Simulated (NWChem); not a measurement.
C$_{2}$H$_{5}$FOSi; SMILES CC(=O)[SiH2]F

```xyz
10

C     -1.4793     1.1867     0.0000
C     -0.0117     0.8783     0.0000
O      0.8499     1.7317     0.0000
Si     0.6772    -0.9179     0.0000
F     -0.5370    -2.0061     0.0000
H     -1.9581     0.7294    -0.8818
H     -1.6415     2.2738     0.0000
H     -1.9581     0.7294     0.8818
H      1.4914    -1.1112    -1.2295
H      1.4914    -1.1112     1.2295
```
Atoms are numbered in this order, from 1.

Computed with NWChem. STO-3G and 3-21G are far too small for this property and stand as cheap habits. Geometry: optimised at PBE0/def2-SVP. Isolated, static molecule.

GIAO at Hartree-Fock/STO-3G: principal shieldings of C2 are -70.2, 71.0, 190.4 ppm; an isolated tetramethylsilane molecule has σ = 245.0 ppm at the same levels.

### Question
Find the isotropic 13C shift, its principal values, the span and the skew.

### Answer

1. σ(iso) = one third of the sum = 63.7 ppm.
2. δ = σ(reference) − σ = 181.3 ppm against tetramethylsilane.
3. δ11, δ22, δ33 = 315.2, 174.0, 54.6 ppm.
4. Span Ω = δ11 − δ33 = 260.6 ppm; skew κ = 3(δ22 − δ(iso))/Ω = -0.08.
